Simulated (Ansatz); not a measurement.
`N[SiH2]S[SiH3]` + `[NH2][GeH2][NH2]` → `N[SiH2][NH][GeH2][NH2]` + `[SiH3]S`  (ligand exchange at the Si–S bond)

Isolated molecules relaxed with PBE0-D4/def2-TZVP in Ansatz; ΔE leaves out vibrations. CCSD(T)/CBS adds triple-zeta CCSD(T) − MP2 to the extrapolated MP2 energy (def2 sets, frozen cores). For Ge outer-core shells are correlated without core-valence functions, which leaves a few kJ/mol of doubt a bond. Scalar relativity is left out up to krypton. Each species was taken in one conformer, which may not be the lowest.

| species | HF/def2-QZVPP energy (Eh) |
| --- | --- |
| `N[SiH2]S[SiH3]` | -1034.09877 |
| `[NH2][GeH2][NH2]` | -2187.88228 |
| `N[SiH2][NH][GeH2][NH2]` | -2533.12692 |
| `[SiH3]S` | -688.85910 |

**Question.** Work out ΔE.

**Answer.** ΔE = (-2533.12692) + (-688.85910) − (-1034.09877) − (-2187.88228) = -0.00497 Eh = -0.14 eV. CCSD(T)/CBS gives -0.03 eV.

Largest T1 diagnostic among the species: 0.011.

In def2-TZVPP, CCSD(T) changes the Hartree–Fock value by +0.05 eV (the triples alone add +0.02 eV) and MP2 by +0.09 eV.
